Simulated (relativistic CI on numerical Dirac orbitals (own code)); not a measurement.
# What each ingredient does to the levels of Se¹³⁺

Base calculation: Dirac-Coulomb-Breit CI, separate exchange-only KLI orbitals for each configuration, model QED (radiative potential, 1s self-energy scaled to tabulated hydrogen-like ionisation energies), unscaled Slater integrals.

Configuration list (outside the closed core [Ne]): 3s²3p⁶3d³, 3s²3p⁵3d⁴, 3s3p⁶3d⁴, 3s²3p⁶3d²4s, 3s²3p⁶3d²4p, 3s²3p⁶3d²4d, 3s²3p⁶3d²4f, 3s²3p⁶3d4s4p, 3s²3p⁵3d³4s, 3s²3p⁶3d²5s, 3s²3p⁵3d³4p, 3p⁶3d⁵, 3p⁵3d⁶, 3s²3p⁶3d4s², 3s²3p⁶4s²4p, 3s²3p⁶4s²4d, 3s²3p⁶4s²4f, 3s²3p⁶3d4p², 3s²3p⁶4s4p², 3s²3p⁶4p³, 3s²3p⁶4p²4d, 3s²3p⁶4p²4f. Double excitations out of closed p, d and f shells are left out; levels of such configurations are missing from the list, as are those of other unlisted configurations, and high levels can miss mixing partners. These lack a partner that the ground configuration has and come out too high: 3s²3p⁵3d³4s, 3s²3p⁵3d³4p.

The lowest level and the first level of each name with at least 55 % of one term (blank where a level has no safe partner in the second run):

| Level | Base (cm⁻¹) | Shift (cm⁻¹) |
| --- | --- | --- |
| 3s²3p⁶3d³ ⁴F3/2 | 0 | 0 |
| 3s²3p⁶3d³ ⁴F5/2 | 3861 | -15 |
| 3s²3p⁶3d³ ⁴F7/2 | 8476 | -10 |
| 3s²3p⁶3d³ ⁴F9/2 | 13439 | +23 |
| 3s²3p⁶3d³ ⁴P3/2 | 41130 | +2368 |
| 3s²3p⁶3d³ ⁴P1/2 | 41312 | +2508 |
| 3s²3p⁶3d³ ²G7/2 | 46264 | +675 |
| 3s²3p⁶3d³ ⁴P5/2 | 47465 | +2631 |
| 3s²3p⁶3d³ ²G9/2 | 49197 | +254 |
| 3s²3p⁶3d³ ²D3/2 | 57894 | +2299 |
| 3s²3p⁶3d³ ²P1/2 | 61094 | +1149 |
| 3s²3p⁶3d³ ²H9/2 | 64990 | -675 |
| 3s²3p⁶3d³ ²H11/2 | 65764 | -1079 |
| 3s²3p⁶3d³ ²D5/2 | 68131 | +3173 |
| 3s²3p⁶3d³ ²P3/2 | 72363 | +1863 |
| 3s²3p⁶3d³ ²F7/2 | 99789 | +2252 |
| 3s²3p⁶3d³ ²F5/2 | 101607 | +2282 |
| 3s²3p⁵3d⁴ ⁶D°7/2 | 671338 | -2393 |
| 3s²3p⁵3d⁴ ⁶D°9/2 | 671648 | -2393 |
| 3s²3p⁵3d⁴ ⁶D°5/2 | 673027 | -2389 |
| 3s²3p⁵3d⁴ ⁶D°3/2 | 675991 | -2385 |
| 3s²3p⁵3d⁴ ⁶D°1/2 | 679115 | -2385 |

At this charge energies of transitions that change n are usually good to better than 1 %, and those within a shell (Δn = 0) to a few per cent. Terms inside the open d or f shell come out 10 to 20 % too wide with unscaled integrals.

One thing was changed in a second run, which moved the levels as shown. Which?
A. QED terms removed
B. configuration mixing switched off
C. Breit term removed
D. one mean potential for all configurations

B. Configuration mixing switched off. Without mixing, levels that were pushed by configurations of the same parity and J return to their single-configuration places.

LS names give the leading component of a level, which can be under half, so a name can repeat, a term be missing and a line seem to break the LS rules.
